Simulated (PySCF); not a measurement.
**Spinor energies of Nd³⁶⁺ (neodymium, charge +36)**

Start: [Ar] 3d6; 3d3/2 filled at m_j = -3/2, -1/2, +1/2, +3/2; 3d5/2 filled at m_j = +3/2, +5/2. Calculated with PySCF 2.14 in an even-tempered Gaussian basis (16 s from 7 bohr⁻², ratio 2.8; 12 p from 9 bohr⁻², ratio 2.8; 8 d from 9 bohr⁻², ratio 2.8; 3 f from 32 bohr⁻², ratio 3): generalised Hartree-Fock with the X2C-1e Hamiltonian and a Gaussian nucleus; one run each with spin-orbit coupling (SO) switched off, then screened by Boettger's factors.

| spinor shell | electrons | ε, spin-free (eV) | ε, screened SO (eV) | weight of nominal j (screened SO) | rms radius, screened SO (bohr) |
| --- | --- | --- | --- | --- | --- |
| 1s1/2 | 2 | -45497.8 | -45489.6 | 1.000 | 0.0269 |
| 2s1/2 | 2 | -8859.4 | -8856.0 | 1.000 | 0.109 |
| 2p1/2 | 2 | -8098.4 | -8471.5 | 1.000 | 0.0933 |
| 3s1/2 | 2 | -3085.5 | -3084.5 | 1.000 | 0.273 |
| 3p1/2 | 2 | -2837.3 | -2930.4 | 0.994 | 0.263 |
| 3p3/2 | 4 | -2837.3 | -2795.2 | 0.997 | 0.274 |
| 3d3/2 | 4 | -2546.3 | -2557.3 | 0.925 | 0.241 |
| 3d5/2 | 2 | -2546.3 | -2530.5 | 0.920 | 0.244 |

Task: Where does 2p3/2 lie, and what is the 2p spin-orbit splitting (screened SO)?

Result: At -7932.6 eV, 538.84 eV above 2p1/2.

```tsv
quantity	spin-free	screened SO
E (hartree)	-8720.85300	-8726.52823
M_J	4	4
⟨J²⟩	20.000	20.025
⟨L²⟩	6.000	10.278
⟨S²⟩	6.000	3.786
```

Each row is a mean over spinors that exchange with the open shell spreads, by up to 35.666 eV (3p3/2).

Breit and QED terms are absent; they matter most for the inner s and p1/2 levels.

Densities and radii are taken from the X2C orbitals without a picture-change correction, which distorts them close to the nucleus.

Without spin-orbit coupling the j labels of p, d and f shells carry no meaning; the spin-free column gives the mean over the occupied spinors of each nl shell.
